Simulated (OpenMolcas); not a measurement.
Computed levels of 3d5 in ions with 23 electrons, in cm-1 above 6S 5/2.

- Program: OpenMolcas 26.06
- Method: MS-CASPT2, IPEA 0.25 Eh, imaginary shift 0.1 Eh
- Basis: ANO-RCC-VTZP
- Scalar Hamiltonian: DKH2, point nucleus
- Spin-orbit coupling: state interaction with AMFI integrals over the reference wave functions, term energies averaged over their components

Active space for each ion: 5 electrons in 10 orbitals (3d 4d); closed shells correlated by CASPT2: 3s 3p.

| Level | Fe3+ | Co4+ | Cu6+ |
| --- | --- | --- | --- |
| 4G 5/2 | 33520 | 39150 | 47810 |
| 4G 7/2 | 33560 | 39220 | 47960 |
| 4G 9/2 | 33600 | 39270 | 48070 |
| 4G 11/2 | 33610 | 39280 | 48060 |
| 4P 5/2 | 37100 | 43240 | 52550 |
| 4P 3/2 | 37160 | 43360 | 52830 |
| 4P 1/2 | 37240 | 43510 | 53240 |
| 4D 7/2 | 40260 | 46920 | 57380 |
| 4D 1/2 | 40300 | 47030 | 57690 |

Problem. Estimate 4G 5/2, 4G 7/2 for Ni5+ from its neighbours Co4+ and Cu6+.

Solution. 4G 5/2 is another term, which grows about linearly with the charge: (39150 + 47810) / 2 = 43480. The calculation gives 43350, so the estimate is off by +0.3 %.
4G 7/2 is another term, which grows about linearly with the charge: (39220 + 47960) / 2 = 43590. The calculation gives 43450, so the estimate is off by +0.3 %.

CASPT2 breaks the degeneracy within a term, and the mean is taken; among the terms shown or strongly mixed into the levels shown the widest spread is 210 cm-1 (3d5 4G, Co4+). Active for correlation alone: 4d; no level in the range computed is led by a configuration that fills it, so any true level of that kind is missing. Levels of configurations outside the active space are missing.
